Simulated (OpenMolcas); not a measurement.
# Ni4+, Pd4+, Pt4+: d⁶ down the group

| Property | Result |
| --- | --- |
| Program | OpenMolcas |
| Method | MS-CASPT2, IPEA 0.25 Eh, imaginary shift 0.1 Eh |
| Basis | ANO-RCC-VQZP |
| Scalar Hamiltonian | DKH2, point nucleus |
| Spin-orbit coupling | RASSI with atomic mean-field integrals over the reference wave functions, term energies averaged over their components |

Active space for each ion: 6 electrons in 10 orbitals (d d); closed shells correlated by CASPT2: Ni4+ 3s 3p; Pd4+ 4s 4p; Pt4+ 5s 5p.

Computed levels in cm-1 above ⁵D₄:

```json
{"Level": "⁵D₃", "Ni4+": "821", "Pd4+": "1963", "Pt4+": "7560"}
{"Level": "⁵D₁", "Ni4+": "1733", "Pd4+": "3720", "Pt4+": "10790"}
{"Level": "⁵D₀", "Ni4+": "1906", "Pd4+": "4060", "Pt4+": "10950"}
{"Level": "³H₆", "Ni4+": "27670", "Pd4+": "20110", "Pt4+": "22200"}
{"Level": "³H₅", "Ni4+": "28030", "Pd4+": "20400", "Pt4+": "34450"}
{"Level": "³P₁(1)", "Ni4+": "29000", "Pd4+": "25250", "Pt4+": "41940"}
{"Level": "³F₂(1)", "Ni4+": "30320", "Pd4+": "23430", "Pt4+": "26400"}
{"Level": "³G₅", "Ni4+": "33810", "Pd4+": "25430", "Pt4+": "21660"}
{"Level": "³G₄", "Ni4+": "34550", "Pd4+": "26920", "Pt4+": "33630"}
{"Level": "weight of ⁵D in the lowest level (%)", "Ni4+": "100", "Pd4+": "98", "Pt4+": "79"}
```

Mixed levels, with the weight of the term that names them: Pt4+ ⁵D₀ (74 %), Pt4+ ³H₅ (52 %), Pt4+ ³P₁(1) (68 %), Pt4+ ³F₂(1) (66 %), Pt4+ ³G₅ (52 %), Pt4+ ³G₄ (57 %).

Measured, with the error of the calculation in %. Measured levels: Ni4+ from Corliss and Sugar, J. Phys. Chem. Ref. Data 10, 197 (1981).

| Level | Ni4+ |
| --- | --- |
| ⁵D₃ | 890 (-7.7) |
| ⁵D₁ | 1872 (-7.4) |
| ⁵D₀ | 2058 (-7.4) |
| ³H₆ | 27111 (+2.1) |
| ³H₅ | 27578 (+1.6) |
| ³P₁(1) | 28698 (+1.0) |
| ³F₂(1) | 29899 (+1.4) |
| ³G₅ | 33256 (+1.7) |
| ³G₄ | 34062 (+1.4) |

The fine-structure level ⁵D₀ changes by a factor of 5.75 from Ni4+ to Pt4+.

Without spin-orbit coupling ³H lies 27250, 19140, 17610 cm-1 above ⁵D in that order; the difference to the level ³H₆, of either sign, comes from spin-orbit coupling, which also lowers the zero.

Term energies are means over components that CASPT2 splits; among the terms shown or strongly mixed into the levels shown the widest spread is 1100 cm-1 (5d⁶ ¹I, Pt4+). Active for correlation alone: 4d; no level in the range computed is led by a configuration that fills it, so any true level of that kind is missing (holds for Ni4+). Active for correlation alone: 5d; no level in the range computed is led by a configuration that fills it, so any true level of that kind is missing (holds for Pd4+). Active for correlation alone: 6d; no level in the range computed is led by a configuration that fills it, so any true level of that kind is missing (holds for Pt4+). The CASPT2 spread within a term exceeds the gap to the next term for 5d⁶ ¹I and 5d⁶ ¹G(1), so the order of their levels is uncertain (holds for Pt4+). Measured partners are found by configuration, term and J. A level has none where our copy of the source lacks it or the pairing is in doubt (some pairs that miss far off the trend of their configuration count as doubtful), and it then counts in no deviation. Only configurations of the active space appear.

A number in round brackets counts repeated terms of one configuration in the order of the reference energies.
